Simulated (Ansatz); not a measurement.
Born–Oppenheimer molecular dynamics of AlF$_{2}$H$_{3}$OSi (8 atoms, charge 0, multiplicity 1). It goes on from the last frame of an earlier run, with new velocities.

Level of theory: Ansatz, RKS PBE/6-31G*.

| Property | Result |
| --- | --- |
| ensemble | NVT, Langevin thermostat |
| time step | 1 fs |
| steps asked | 150 |
| set temperature | 400 K |
| friction | 0.001 /fs |
| seed | 745642 |

First frame:

```xyz
8
Properties=species:S:1:pos:R:3
Al -0.013 0.063 -0.130
O -0.388 -0.197 1.493
Si -1.348 -0.487 2.813
H -2.507 -1.360 2.433
H -0.552 -1.188 3.878
H -1.885 0.795 3.390
F 1.558 0.014 -0.641
F -1.186 0.200 -1.296
```

(1) How far do the bonds stretch over the last three quarters of this one trajectory? (Pairs bonded in most of those frames.)

## Answers

(1) 
```json
{"bond": "Al1–O2", "mean (Å)": "1.706", "spread (Å)": "0.034", "shortest": "1.64", "longest": "1.77"}
{"bond": "Al1–F7", "mean (Å)": "1.654", "spread (Å)": "0.022", "shortest": "1.62", "longest": "1.69"}
{"bond": "Al1–F8", "mean (Å)": "1.662", "spread (Å)": "0.031", "shortest": "1.61", "longest": "1.72"}
{"bond": "O2–Si3", "mean (Å)": "1.673", "spread (Å)": "0.025", "shortest": "1.64", "longest": "1.72"}
{"bond": "Si3–H4", "mean (Å)": "1.506", "spread (Å)": "0.016", "shortest": "1.47", "longest": "1.53"}
{"bond": "Si3–H5", "mean (Å)": "1.507", "spread (Å)": "0.017", "shortest": "1.48", "longest": "1.53"}
{"bond": "Si3–H6", "mean (Å)": "1.506", "spread (Å)": "0.024", "shortest": "1.45", "longest": "1.55"}
```

Mean temperature of the second half: 221 K. The mean temperature of the second half is 45 % below the set value. A run of 0.15 ps of so small a system gives no equilibrium averages.

Time of the run: 7.3 min on 1 thread of Arm Neoverse V1, with other jobs on the host, peak memory 0.12 GiB.
